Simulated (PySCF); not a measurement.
PySCF 2.14 output of an unrestricted BP86 calculation on a single atom or ion in aug-cc-pwCVTZ, with no relativity, point nucleus:

```
SCF conv_tol = 1e-09
number electrons alpha = 14  beta = 12
    A. D. Becke.,  Phys. Rev. A 38, 3098 (1988)
    J. P. Perdew.,  Phys. Rev. B 33, 8822 (1986)
cycle= 1 E= -1382.66617254131  delta_E= -0.0112  |g|= 0.264  |ddm|= 0.497
cycle= 2 E= -1382.59924668336  delta_E= 0.0669  |g|= 0.728  |ddm|= 0.407
cycle= 3 E= -1382.6800065819  delta_E= -0.0808  |g|= 0.0878  |ddm|= 0.318
cycle= 4 E= -1382.68156275303  delta_E= -0.00156  |g|= 0.00123  |ddm|= 0.034
cycle= 5 E= -1382.68156319216  delta_E= -4.39e-07  |g|= 0.000355  |ddm|= 0.00134
cycle= 6 E= -1382.68156322141  delta_E= -2.93e-08  |g|= 2.8e-05  |ddm|= 0.000249
cycle= 7 E= -1382.68156322154  delta_E= -1.33e-10  |g|= 2.55e-06  |ddm|= 1.79e-05
converged SCF energy = -1382.68156322154  <S^2> = 2.0016086  2S+1 = 3.0010722
```

The run itself started from symmetry-adapted Hartree-Fock orbitals and held the occupation by maximum overlap, on a logarithmic radial grid, so the iterations belong to that start.

Task: Which element, charge and spin multiplicity is this?

Result: Co⁺ (cobalt, charge +1), multiplicity 3; the state was [Ar] 3d8, high-spin 3F determinant.
